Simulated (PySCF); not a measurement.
ZnBr, SMILES [Zn+][Br], charge +1. Coordinates come from a PBE0-D3(BJ)/def2-TZVP optimisation. The spin state was assumed, not searched.

Level of theory: PBE0-D3(BJ)/def2-TZVP in PySCF.

Harmonic wavenumbers (cm⁻¹): 337. Rotational constants (GHz): 2.924 (linear); symmetry number 1.

Problem. Work out the zero-point energy and the ideal-gas rigid-rotor harmonic-oscillator thermochemistry at 298.15 K and 1 atm.

Solution. ZPE = ½ Σ hcν = ½ × 337 cm⁻¹ = 2.02 kJ/mol. H − E(el) = 11.68 kJ/mol. Entropy in J/(mol K): translation 170.84, rotation 72.01, vibration 5.13, total 247.98. G − E(el) = -62.26 kJ/mol. Cp = 35.80 J/(mol K).
